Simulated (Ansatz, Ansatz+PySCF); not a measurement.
```yaml
atoms:
  - { symbol: C, position_ang: [-0.0093, -0.0034, 0.0014] }
  - { symbol: C, position_ang: [1.4112, -0.0043, -0.0084] }
  - { symbol: C, position_ang: [-0.7070, 1.2203, -0.0089] }
  - { symbol: C, position_ang: [-0.7070, -1.2331, -0.0056] }
  - { symbol: H, position_ang: [1.9844, -0.9303, -0.0015] }
  - { symbol: H, position_ang: [1.9697, 0.9435, 0.0004] }
  - { symbol: H, position_ang: [-1.8084, 1.2402, -0.0011] }
  - { symbol: H, position_ang: [-0.1690, 2.1840, -0.0034] }
  - { symbol: H, position_ang: [-1.7913, -1.2480, -0.0044] }
  - { symbol: H, position_ang: [-0.1868, -2.1776, 0.0027] }
```

Basis set: def2-SVP (spherical functions). Frozen core: 4 orbitals. Correlation on ROHF uses semicanonical orbitals with singles. Charge 0, multiplicity 3.

Computed with Ansatz (development build ahead of 0.2.0); each method stands on the lowest determinant of its kind that the runs found.

(1) Give the atomization energy at this shape (free ground-state atoms in the same class of orbitals less the molecule, no zero-point energy) of triplet C4H6 by ROHF-MP2, UHF-MP2, UHF, ROHF.

Answers

(1)

```json
{"method": "ROHF-MP2", "atomization energy": "40.80 eV"}
{"method": "UHF-MP2", "atomization energy": "40.46 eV"}
{"method": "UHF", "atomization energy": "32.97 eV"}
{"method": "ROHF", "atomization energy": "32.48 eV"}
```

Caution for ROHF-MP2, ROHF: an unrestricted determinant lies well below. Caution for UHF-MP2, UHF: the unrestricted determinant is spin contaminated.
